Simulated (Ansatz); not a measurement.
Input for Ansatz (a first-principles code): U-CCSD(T)/def2-SVP on AlBrH2 (SMILES [AlH2][Br]), a point of a bond scan (R = 3.401 Å). The run froze 19 orbitals, filled d shells among them.

Ansatz 0.2 input:
```yaml
crystal:
  periodic: [false, false, false]
  atoms:
    - {symbol: Al, position_ang: [-0.83541046, -1.29867282, 0.20638148]}
    - {symbol: H, position_ang: [-0.32444596, -2.32948796, 1.27376836]}
    - {symbol: H, position_ang: [-2.12574011, -1.47940621, -0.66846947]}
    - {symbol: Br, position_ang: [0.98815617, 1.53612102, -0.24411609]}
basis:
  gaussian:
    orbitals: def2-SVP
correlation: {method: ccsd_t, electrons: outside_noble_gas}
scf: {omitted_lower_state_checks: [cluster_reference]}
magnetization: {spin_polarized: true, initial_magnetization: 0}
```

### Question
Give the final energy of this run.

### Answer
-2815.2805 hartree (reference determinant -2815.0629, T1 diagnostic 0.040). Its determinant has ⟨S²⟩ = 0.12, a mixture of spin states.

### Question
How many basis functions does it have, and what does it roughly cost on one machine?

### Answer
60 functions; around 6 core-seconds (rough).
